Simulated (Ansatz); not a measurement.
`[SeH]C1OCS1`. Charge 0, multiplicity 1. Geometry: relaxed with PBE0-D4/def2-TZVP. It is one conformer, not always the lowest.

```xyz
9

Se   -1.610    1.483    0.481
C    -0.457    0.247   -0.514
O    -0.088   -0.928    0.166
C     1.282   -0.634    0.385
S     1.240    0.889   -0.623
H    -2.860    0.779    0.147
H    -0.940    0.027   -1.466
H     1.503   -0.447    1.439
H     1.929   -1.416   -0.016
```

Q: What is the dipole moment at B3LYP/def2-TZVPP? (An estimate is asked.)

A: Computed: 1.17 D, with components (0.61, -0.93, -0.34) D in this frame, pointing from negative to positive charge.

Q: And with PBE, r2SCAN, ωB97M-V? (Best estimate.)

A: Computed: PBE 1.24 D, r2SCAN 1.29 D, ωB97M-V 1.11 D.

Q: Give the Mulliken charges with B3LYP, r2SCAN, ωB97M-V in def2-TZVPP. (Best estimate.)

A: The calculation gave: 
```tsv
atom	B3LYP	r2SCAN	ωB97M-V
Se1	-0.05	-0.08	-0.05
C2	0.05	0.12	-0.04
O3	-0.30	-0.30	-0.28
C4	0.00	0.11	-0.06
S5	-0.11	-0.14	-0.06
H6	0.03	0.04	0.05
H7	0.15	0.11	0.17
H8	0.12	0.08	0.13
H9	0.12	0.08	0.14
```

B3LYP here is the variant with VWN-RPA as its local correlation; programs differ in this.
